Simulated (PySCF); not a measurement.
Al(F)2(SiH3) (AlF2H3Si), SMILES [F][Al]([SiH3])[F].

Geometry optimised at B3LYP-D3(BJ)/def2-SVP.

All values below come from B3LYP-D3(BJ)/def2-SVP run with PySCF 2.14.0.

Frequencies are harmonic and unscaled.

A small imaginary wavenumber (i) marks a very flat motion, where grid noise or a shallow saddle decides the sign.

Computed harmonic wavenumbers and intensities:
```csv
mode,ν (cm⁻¹),IR (km/mol),moving atoms (share of kinetic energy)
1,12i,0.1,H 92 %
2,123,5.3,"F 58 %, Al 18 %, Si 14 %, H 11 %"
3,205,51.8,"Al 60 %, F 26 %, H 13 %"
4,225,38.1,"F 69 %, Si 25 %"
5,389,16.7,"Si 36 %, Al 31 %, F 29 %"
6,475,0.1,"H 80 %, Si 10 %, Al 9 %"
7,485,5.9,"H 85 %, Si 11 %"
8,800,221.7,"F 58 %, Al 33 %, H 9 %"
9,874,98.9,"H 82 %, Si 9 %"
10,930,5.8,"H 51 %, F 24 %, Al 24 %"
11,941,42.9,H 98 %
12,945,133.1,"H 47 %, Al 28 %, F 24 %"
13,2208,43.7,H 98 %
14,2216,72.9,H 96 %
15,2227,76.4,H 96 %
```
